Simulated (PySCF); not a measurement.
Radial density of Mn²⁺ (manganese, charge +2)

TPSS, [Ar] 3d5, high-spin 6S determinant. All numbers are calculated (PySCF 2.14, the non-relativistic Hamiltonian (point nucleus), in cc-pVTZ (7s6p4d2f1g, 68 functions)).

```tsv
r (bohr)	4πr²ρ (e/bohr)	4πr²(ρα − ρβ)
0.00108	0.1473	0.0000
0.00182	0.4017	0.0000
0.00306	1.068	0.0000
0.00515	2.722	0.0000
0.00867	6.463	0.0000
0.0146	13.63	0.0000
0.0245	23.59	0.0000
0.0413	29.83	0.0005
0.0694	25.53	0.0045
0.117	24.57	0.0395
0.196	33.05	0.2879
0.330	18.95	1.4233
0.555	12.68	3.6711
0.934	12.88	3.9886
1.57	3.133	1.6751
2.64	0.2712	0.2435
4.45	0.004530	0.0045
7.48	1.152e-05	0.0000
```
